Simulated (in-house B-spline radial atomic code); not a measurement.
Configurations of Zr⁵⁺, with energies counted from [Ar] 3d10 4s2 4p5. All numbers are computed (Dirac-Hartree-Fock, average of configuration; Fermi nucleus of rms radius 4.2694 fm) with a radial B-spline atomic code at the basis-set limit, not measured. Energies include first-order Breit, QED and recoil terms.

Occupations are held fixed; configurations that lie above the ionisation limit could autoionise.

```tsv
configuration	E - E(ref) (eV)	highest orbital	its <r> (bohr)
[Ar] 3d10 4s2 4p4 5g1	76.89	5g7/2	4.546
[Ar] 3d10 4s2 4p4 7d1	82.815	7d5/2	8.483
[Ar] 3d10 4s2 4p4 6g1	82.88	6g7/2	7.273
[Ar] 3d10 4s2 4p4 8g1	88.856	8g7/2	14.24
[Ar] 3d10 4s1 4p5 6f1	109.46	6f5/2	7.278
[Ar] 3d9 4s2 4p6	156.01	4p3/2	1.26
[Ar] 3d9 4s2 4p5 6s1	227.65	6s1/2	4.337
[Ne] 3s2 3p5 3d10 4s2 4p6	313.89	4p3/2	1.258
```

(1) Order these further configurations by energy, lowest first.
A. [Ar] 3d10 4s1 4p5 8g1
B. [Ar] 3d10 4s2 4p4 5f1
C. [Ar] 3d10 4s1 4p5 7d1
D. [Ar] 3d9 4s2 4p5 8s1
E. [Ar] 3d9 4s2 4p5 4f1

(2) How far above the reference does [Ar] 3d10 4s1 4p5 6g1 lie?

(3) How far above the reference does [Ar] 3d9 4s2 4p5 5s1 lie?

(4) How far above the reference does [Ar] 3d9 4s2 4p5 5f1 lie?

Results:

(1) B (75.335 eV), C (110.36 eV), A (116.43 eV), E (222.69 eV), D (243.34 eV).

(2) 110.45 eV; its least bound orbital is 6g7/2 with <r> = 7.268 bohr.

(3) 205.49 eV; its least bound orbital is 5s1/2 with <r> = 2.484 bohr.

(4) 234.78 eV; its least bound orbital is 5f5/2 with <r> = 4.584 bohr.
